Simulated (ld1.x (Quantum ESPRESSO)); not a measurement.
**Before and after: RRKJ potential for bromine**

ld1.x (Quantum ESPRESSO) 7.5 input, shortened:

```
&input
   title='Br', zed=35., rel=1, dft='PZ', iswitch=3,
   config='[Ar] 3d10 4s2 4p4.5'
 /
 &inputp
   pseudotype=2, tm=.false., rho0=0.001, lloc=1,
   nlcc=.false.
 /
3
4S  1  0   2.00   0.00  1.35  1.35  0.0
3D  3  2  10.00   0.00  0.70  0.70  0.0
4P  2  1   4.50   0.00  1.70  1.70  0.0
 &test
   configts(1)='3d10 4s2 4p4.5'
 /
```

All-electron outer shells of the reference configuration (LDA (PZ), scalar-relativistic, ld1.x):

```csv
shell,level (eV),outermost node (bohr),outermost maximum (bohr)
3p,-178.58,0.21,0.48
3d,-72.37,–,0.43
4s,-25.28,0.67,1.41
4p,-12.66,0.70,1.64
```

Change: all radii scaled by about 1.27 (s 1.72, p 2.16, d 0.88 bohr).

Cutoffs: the cutoffs (Ry, on a coarse ladder) from which the occupation-weighted sum of valence levels, in a spherical-Bessel basis at the reference potential, stays within 10 and 1 mRy of its value at 400 Ry; they do not see the model core or the augmentation charge, which bear on the density cutoff. Errors are all-electron minus pseudo energies relative to the spin-unpolarised reference configuration.

**Question.** Predict the effect on cutoff, ghosts and configuration errors.

**Answer.** Both files keep a bound ghost (s); of the 9 tests that both files solve, the error grows in 3 and shrinks in 5 by more than 15 % and 0.3 meV (median size 6.0 → 5.4 meV).

```csv
quantity,base,changed
"cutoff, loose",over 300 Ry,300 Ry
"cutoff, tight",over 300 Ry,over 300 Ry
loose cutoff by channel (10 mRy a level),"s 25 Ry, d over 300 Ry, p 18 Ry","s 25 Ry, d 230 Ry, p 8 Ry"
bound ghosts,s,s
"error for 3d10 4s2 4p5, meV [ΔE -5.15 eV]",+1.4,+1.8
"error for 3d10 4s2 4p4, meV [ΔE 7.56 eV]",-0.7,-0.4
"error for 3d10 4s2 4p3, meV [ΔE 30.50 eV]",+2.1,+3.3
"error for 3d10 4s2 4p1, meV [ΔE 111.07 eV]",+38,-18
"error for 3d10 4s2 4p2, meV [ΔE 64.72 eV]",+14,+5.5
"error for 3d9 4s2 4p5, meV [ΔE 73.59 eV]",-1399,-902
"error for 3d10 4s1 4p6, meV [ΔE 7.27 eV]",+0.3,+5.4
"error for 3d10 4s2 4p4.5 (spin-polarised), meV [ΔE -0.37 eV]",+11,+6.3
"error for 3d10 4s2 4p5 (spin-polarised), meV [ΔE -5.30 eV]",+6.0,+4.3
```

 A true bound ghost makes a file unfit for plane-wave use even where its test errors are small: the radial tests pick states by their node count and pass the ghost by.
